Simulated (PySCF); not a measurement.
Core binding energy against partial charge

SiEt2(NHMe)2, C₆H₁₈N₂Si.
Structure used (PBE0-D3(BJ)/def2-SVP), in Å, numbered top down from 1:
```
atom  x, y, z in Å
Si1   -0.033    0.023    0.043
C2    -0.075   -0.128    1.925
C3    -1.469    0.029    2.526
H4     0.608    0.637    2.334
H5     0.367   -1.099    2.217
H6    -1.465   -0.045    3.625
H7    -1.902    1.008    2.264
H8    -2.161   -0.737    2.143
C9     1.760    0.035   -0.550
C10    2.505   -1.255   -0.217
H11    2.290    0.903   -0.119
H12    1.750    0.200   -1.642
H13    3.527   -1.265   -0.627
H14    2.591   -1.405    0.872
H15    1.978   -2.135   -0.622
N16   -0.800    1.444   -0.599
C17   -0.208    2.733   -0.845
H18   -1.811    1.468   -0.518
H19   -0.269    3.434    0.012
H20    0.859    2.621   -1.089
H21   -0.674    3.237   -1.710
N22   -0.974   -1.311   -0.545
C23   -1.297   -1.543   -1.930
H24   -1.060   -2.129    0.047
H25   -2.314   -1.957   -2.054
H26   -1.276   -0.583   -2.469
H27   -0.597   -2.227   -2.451
```

Binding energies: delta-SCF UKS SCAN, pcX-2 on the ionised atom, pcseg-1 elsewhere, spin-free X2C (PySCF). Charges: PBE0/pcSseg-1 ground-state density, for the ionised atom.

| atom | environment | C 1s (eV) | Mulliken (e) | IAO (e) | Hirshfeld (e) | ESP (e) |
| --- | --- | --- | --- | --- | --- | --- |
| C2 | carbon bonded to C, Si and 2 H | 289.52 | -0.599 | -0.565 | -0.168 | -0.130 |
| C3 | carbon bonded to C and 3 H | 290.25 | -0.287 | -0.398 | -0.118 | -0.246 |
| C17 | carbon bonded to N and 3 H | 291.29 | -0.108 | -0.284 | -0.068 | -0.110 |

Problem. Give the correlation coefficient and slope of binding energy on charge for each scheme.

Solution. Hirshfeld: r = 1.00, slope 17.8 eV per e; IAO: r = 0.98, slope 6.2 eV per e; Mulliken: r = 0.97, slope 3.5 eV per e; ESP: r = 0.23, slope 2.8 eV per e. On 3 points no scheme stands out.

Problem. The point-charge model writes a binding energy as kq + V + constant, with V the potential of the other atoms' charges at the site. What does it give with the Hirshfeld charges?

Solution. V = Σ 14.40 eV Å × q/r over all other atoms: +1.92 eV at C2, +1.00 eV at C3, +0.52 eV at C17. Fitting binding energy − V to q gives k = 31.9 eV per e and leaves an rms residual of 0.04 eV, against 0.07 eV for the fit on q alone. The model has no term for differences in relaxation between sites.

Geometry: PBE0-D3(BJ)/def2-SVP, one conformer, isolated molecule.
